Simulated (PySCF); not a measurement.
**Dipole moment and polarisability of Ti(SH)4**

Species: Ti(SH)4 (singlet state).
Structure used (PBE0-D3(BJ)/def2-SVP), in Å, numbered top down from 1:
```xyz
9
H4S4Ti angstrom
Ti     0.015   -0.001    0.003
S     -0.013   -0.237    2.248
H      0.880    0.787    2.281
S      2.131    0.062   -0.777
H      2.365   -1.048   -0.029
S     -1.049    1.917   -0.531
H     -1.005    1.496   -1.823
S     -1.014   -1.764   -0.952
H     -2.178   -1.281   -0.445
```

Level: wB97X-D/def2-SVPD (PySCF), static field, nuclei fixed, core orbitals frozen in the response. The polarisability tensor in these axes (au):

```
x   129.57  -0.81   2.37
y    -0.81 125.98   0.25
z     2.37   0.25 128.06
```

Task: What are the eigenvalues, a third of the trace, and Δα (Δα² = ½Σ(αi − αj)² over the three pairs)?

Result: Principal values 125.42, 126.84 and 131.35 au; mean 127.87 au = 18.95 Å³ = 21.08 × 10⁻⁴⁰ C²·m²/J; Δα = 5.36 au (4 % of the mean).

Task: What is the dipole moment?

Result: 0.02 D; point group S4 allows none, and the residue is numerical.

Task: Find the Langevin capture rate constant for H3O+ (19.018 u) meeting this molecule (179.868 u), k = 2.342 × 10⁻⁹ cm³/s × √(α in Å³ / reduced mass in u).

Result: The reduced mass is 17.20 u, so k = 2.46 × 10⁻⁹ cm³/s.

Task: In TDDFT the mean static polarisability is Σ f/ω² over all singlet excitations (ω in hartree). How much of it do the 15 lowest give? Their energies (eV) and oscillator strengths: 3.47, 0.0012; 3.48, 0.0010; 3.82, 0.0336; 3.84, 0.0286; 3.84, 0.0201; 4.00, 0.0000; 4.14, 0.0000; 4.16, 0.0000; 4.21, 0.0063; 4.24, 0.0005; 4.25, 0.0006; 4.32, 0.0000; 4.34, 0.0141; 4.38, 0.0010; 4.39, 0.0051.

Result: They add up to 5.39 au, 4.2 % of the 127.87 au; the largest single term is 1.71 au, from the state at 3.82 eV. Terms in order: 0.07, 0.06, 1.71, 1.44, 1.01, 0.00, 0.00, 0.00, 0.26, 0.02, 0.02, 0.00, 0.55, 0.04, 0.20 au. Higher excitations give the rest. The strengths listed sum to 0.112.

Task: What would n − 1 = 2πNα be for an ideal gas of these molecules at 273.15 K and 1 atm, electronic part alone?

Result: N = p/kT = 2.6868 × 10¹⁹ cm⁻³, so n − 1 = 2π × N × 18.95 × 10⁻²⁴ cm³ = 3199 × 10⁻⁶ at long wavelengths, for an ideal gas.

Task: What molar refraction does this α imply?

Result: Lorentz–Lorenz: R = (4π/3)N_A α = 2.5225 cm³/(mol·Å³) × 18.95 Å³ = 47.8 cm³/mol, in the limit of long wavelengths.

Task: Traceless (Buckingham) quadrupole moment about the centre of nuclear charge: eigenvalues?

Result: -3.37, -2.96, 6.33 D·Å. The electronic extent ⟨r²⟩ about the same centre is 1422 bohr², a root-mean-square distance of 2.10 Å for the 90 electrons.

Geometry: PBE0-D3(BJ)/def2-SVP; no solvent, vibrations or thermal averaging.

The run behind these numbers computed excited states as well. The run took 31 s of wall time (with the writing of density and orbital grids) on AMD EPYC 7B13, one thread, no GPU, on a shared host, and the process peaked at 0.78 GiB of memory.
